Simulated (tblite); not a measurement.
C₂H₆BN₂Si (doublet state).
Bonds: C1–C2 (triple), C2–Si3, Si3–N4, N4–B5, B5–N6. Hydrogens: H7 on C1; H8, H9 on Si3; H10 on B5; H11, H12 on N6.
Bond orders are those of one Lewis drawing.

Computed with GFN2-xTB (tblite), gas phase: L-BFGS steps from a force-field or distance-geometry start until the largest atomic force falls under 0.01 eV/Å.

The end geometry, which sets the zero of energy:
```
atom  x, y, z in Å
C1      3.2589    0.8747   -0.3069
C2      2.2140    0.7722    0.2783
Si3     0.6067    0.6143    1.1967
N4     -0.6329    0.0414    0.2295
B5     -1.5797   -0.2137   -0.7064
N6     -2.2447   -1.4316   -0.9050
H7      4.1731    0.9628   -0.8216
H8      0.7840   -0.4150    2.2393
H9      0.2720    1.9230    1.7812
H10    -1.8735    0.7010   -1.4050
H11    -2.9397   -1.5799   -1.6123
H12    -2.0370   -2.2498   -0.3614
```

Question: These geometries come from the run, each turned onto the end geometry. Order them by energy, lowest first.
A.
```
atom  x, y, z in Å
C1      3.5993    1.0304   -0.0140
C2      2.4209    0.8315    0.1141
Si3     0.7168    0.5578    0.8122
N4     -0.5560   -0.1292   -0.0401
B5     -1.7475   -0.3005   -0.6677
N6     -2.3989   -1.5412   -0.9619
H7      4.6302    1.2069   -0.1424
H8      0.9419   -0.3643    1.9214
H9      0.3961    1.8770    1.3621
H10    -2.4079    0.6641   -0.9602
H11    -3.2086   -1.5962   -1.5640
H12    -2.3852   -2.2369   -0.2531
```
B.
```
atom  x, y, z in Å
C1      3.5985    1.0424    0.0483
C2      2.4189    0.8312    0.2535
Si3     0.6356    0.4819    0.5675
N4     -0.2250    0.0450   -0.8254
B5     -1.5577   -0.2887   -0.6366
N6     -2.2159   -1.5884   -0.8007
H7      4.6036    1.2349   -0.1433
H8      0.5562   -0.5805    1.5985
H9      0.0420    1.7170    1.1393
H10    -2.2978    0.6072   -0.2051
H11    -2.9797   -1.5454   -1.4588
H12    -2.5776   -1.9572    0.0691
```
C.
```
atom  x, y, z in Å
C1      3.6275    1.0432    0.0026
C2      2.4476    0.8162    0.0831
Si3     0.7125    0.5645    0.7580
N4     -0.3841   -0.0714   -0.3670
B5     -1.6600   -0.3120   -0.6676
N6     -2.3081   -1.5925   -0.9651
H7      4.6656    1.2283   -0.1112
H8      0.7525   -0.5277    1.7906
H9      0.2069    1.8871    1.2826
H10    -2.3925    0.6778   -0.5801
H11    -3.1461   -1.6648   -1.5279
H12    -2.5206   -2.0492   -0.0915
```
D.
```
atom  x, y, z in Å
C1      3.4847    0.9828   -0.1101
C2      2.3450    0.7888    0.2262
Si3     0.6595    0.5510    0.9794
N4     -0.4888   -0.1004   -0.0554
B5     -1.6710   -0.2612   -0.7057
N6     -2.4081   -1.4473   -0.8299
H7      4.4779    1.1415   -0.4316
H8      0.8083   -0.4054    2.0912
H9      0.2373    1.8786    1.4602
H10    -2.1007    0.7219   -1.2170
H11    -3.2680   -1.5308   -1.3412
H12    -2.0750   -2.3203   -0.4597
```
E.
```
atom  x, y, z in Å
C1      3.3484    0.9274   -0.2330
C2      2.2737    0.7828    0.2870
Si3     0.6272    0.5984    1.1227
N4     -0.5688   -0.0084    0.1218
B5     -1.6122   -0.2364   -0.7135
N6     -2.2792   -1.4538   -0.9177
H7      4.2960    1.0182   -0.6851
H8      0.7867   -0.4231    2.1783
H9      0.2571    1.9196    1.6644
H10    -1.9767    0.7005   -1.3432
H11    -3.1062   -1.5496   -1.4795
H12    -2.0447   -2.2763   -0.3958
```

Answer: E (0.009 eV), D (0.034 eV), A (0.286 eV), C (0.585 eV), B (0.998 eV).

In the order of the answer:

| step | E above end (eV) | largest force (eV/Å) | rms force component (eV/Å) | rms distance from end (Å) | rms bond change (Å) | bond most changed (Å) |
| --- | --- | --- | --- | --- | --- | --- |
| 60 | 0.009 | 0.13 | 0.046 | 0.117 | 0.002 | Si3–H9 +0.003 |
| 44 | 0.034 | 0.12 | 0.040 | 0.294 | 0.002 | Si3–N4 +0.004 |
| 20 | 0.286 | 0.62 | 0.212 | 0.446 | 0.013 | B5–N6 +0.030 |
| 14 | 0.585 | 0.74 | 0.264 | 0.554 | 0.030 | B5–N6 +0.064 |
| 3 | 0.998 | 1.92 | 0.571 | 0.707 | 0.029 | B5–N6 +0.064 |

What follows is the cost of the whole relaxation. On one thread of an Arm Neoverse V1, on a shared host, this took 0.48 s.
